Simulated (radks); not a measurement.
Task: These are the eigenvalues of the occupied orbitals of an atom or ion with whole-number occupations (eV). Method: scalar-relativistic Kohn-Sham, PBE, spin-polarised, spherical densities, finite nucleus; Fermi nuclear charge, rms radius of each element as measured or else 0.836 A^(1/3) + 0.57 fm; computed with a radial shooting solver on a logarithmic mesh with Libxc functionals.

| orbital | eigenvalue |
|---|---|
| 1s up | -53664.40 |
| 1s down | -53664.39 |
| 2s up | -8948.635 |
| 2s down | -8948.558 |
| 2p up | -7942.351 |
| 2p down | -7942.291 |
| 3s up | -2004.625 |
| 3s down | -2002.564 |
| 3p up | -1695.624 |
| 3p down | -1693.567 |
| 3d up | -1297.811 |
| 3d down | -1296.228 |
| 4s up | -410.1719 |
| 4s down | -405.6152 |
| 4p up | -308.2867 |
| 4p down | -303.7866 |
| 4d up | -169.4534 |
| 4d down | -165.0123 |
| 5s up | -61.5181 |
| 5s down | -58.9656 |
| 5p up | -37.0065 |
| 5p down | -34.9051 |
| 4f up | -18.4393 |
| 4f down | -14.3861 |
| 5d up | -9.7973 |
| 6p up | -6.8299 |

Which element is it, and in what charge state? The configuration may be excited. Open shells, if any, are filled with parallel spins first.

Result: Z = 66, dysprosium, charge +1: Dy+ in [Xe] 4f9 5d1 6p1. The list shows which subshells hold electrons but not how many an open one holds; the 1s level, -1972.1 hartree, gives Z - s = 62.8 by -(Z - s)^2/2, which with screening and relativity narrows Z to a few neighbours, and the depths of the outer levels then fix element, charge and occupations together.
